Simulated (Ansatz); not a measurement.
A run on `B[SiH]1BO1` with other settings.

```yaml
crystal:
  periodic: [false, false, false]
  atoms:
    - {symbol: B, position_ang: [-0.599527, 1.496064, -0.367359]}
    - {symbol: Si, position_ang: [0.642577, -0.001443, -0.211902]}
    - {symbol: B, position_ang: [-0.014248, -1.728521, 0.363440]}
    - {symbol: O, position_ang: [0.533613, -0.950159, 1.283040]}
    - {symbol: H, position_ang: [-0.594453, 2.191250, -1.339412]}
    - {symbol: H, position_ang: [-1.455002, 1.649852, 0.451976]}
    - {symbol: H, position_ang: [2.063897, 0.106090, -0.619259]}
    - {symbol: H, position_ang: [-0.484654, -2.820332, 0.383677]}
basis:
  gaussian: {orbitals: cc-pVDZ, point_charges: [{charge: 1.00, position_ang: [5.840, -0.750, -0.472]}]}
hamiltonian: {xc: {name: wB97}, pseudopotentials: {relativity: none}}
accuracy: high
scf: {lower_state_search: light}
output: {forces: true}
```

```sh
$ ansatz run in.yaml --threads 2 --pin off --events-out ev --progress --plain --max-ram 4352MiB
```

Shortened log:

```
Functional definition: wB97
1824 factors; integrals over basis functions are off by at most 3.7e-9 eV
524 factors; integrals over basis functions are off by at most 2.1e-9 eV
mean field evaluation 1: about -11336.8961 eV, gradient 4.2e1 eV
mean field evaluation 2: about -11334.8038 eV, gradient 5.7e1 eV
mean field evaluation 4: about -11340.5135 eV, gradient 5.5e-1 eV
mean field evaluation 8: about -11340.5206 eV, gradient 6.0e-2 eV
mean field evaluation 16: about -11340.5206 eV, gradient 8.3e-5 eV
mean field -11340.52063938 eV, -416.7564466161 hartree, gradient 2.5e-8 eV, S^2 0.000000; 0 other end points of the search recorded, 0 dependent functions left out
reference -11340.52063840 eV, -416.7564465801 hartree; 18, 18 occupied and 62, 62 virtual orbitals, 1824 factors
Total energy: -11340.52063840 eV, -416.7564465801 hartree
Atom 0 at    -0.599527     1.496064    -0.367359 Å, force    -0.012183     0.198561    -0.030726 eV/Å
Atom 1 at     0.642577    -0.001443    -0.211902 Å, force    -0.351983    -0.052245    -0.703224 eV/Å
Atom 2 at    -0.014248    -1.728521     0.363440 Å, force    -0.155037    -0.143745    -0.578534 eV/Å
Atom 3 at     0.533613    -0.950159     1.283040 Å, force     0.384848    -0.028816     1.390664 eV/Å
Atom 4 at    -0.594453     2.191250    -1.339412 Å, force     0.017677     0.170422    -0.236347 eV/Å
Atom 5 at    -1.455002     1.649852     0.451976 Å, force    -0.164893    -0.004138     0.207991 eV/Å
Atom 6 at     2.063897     0.106090    -0.619259 Å, force     0.420069     0.053746    -0.039901 eV/Å
Atom 7 at    -0.484654    -2.820332     0.383677 Å, force    -0.085249    -0.198941    -0.021525 eV/Å
Dipole moment:    -0.264003     0.110386    -0.143592 e Å
```

It took 16 s on 2 threads of an Arm Neoverse V1 on a shared host, with 0.39 GiB of host memory at the peak.
